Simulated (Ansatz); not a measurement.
Wavefunction ladder for C2H7AlO2

Z-matrix (Å, degrees):
```
Al
O 1 1.787
C 1 2.395 2 33.7
C 1 1.946 2 118.0 3 112.7
O 1 2.011 2 72.0 3 5.3
H 1 1.596 2 115.9 3 -91.3
H 3 1.096 1 129.0 2 88.4
H 3 1.100 1 120.4 2 -97.1
H 4 1.095 1 111.6 2 -159.0
H 4 1.094 1 112.3 2 -37.7
H 4 1.095 1 111.0 2 82.3
H 5 0.962 1 117.5 2 -116.0
```

The species carries charge 0 and has multiplicity 1. The bonds changed during the relaxation, so this is another structure than the one it started from. The geometry is a stationary point of PBE0-D4/def2-TZVP. It is one conformer, not always the lowest. Frozen core, restricted reference, Ansatz 0.2.0. CBS rows extrapolate triple and quadruple zeta; past MP2 they add the triple-zeta difference.

| basis | HF (Eh) | MP2 corr. | CCSD corr. | (T) | CCSD(T) total |
| --- | --- | --- | --- | --- | --- |
| def2-TZVPP | -471.61786 | -0.90927 | ? | ? | ? |
| def2-QZVPP | -471.63623 | -0.97641 | – | – | – |
| CBS(def2) | -471.63876 | ? | ? | as TZ | ? |

(1) Fill in the withheld values. (Best estimate.)

## Answers

(1) Computed: def2-TZVPP CCSD corr.: -0.94552; def2-TZVPP (T): -0.03488; def2-TZVPP CCSD(T) total: -472.59826; CBS(def2) MP2 corr.: -1.02615; CBS(def2) CCSD corr.: -1.06241; CBS(def2) CCSD(T) total: -472.73605.
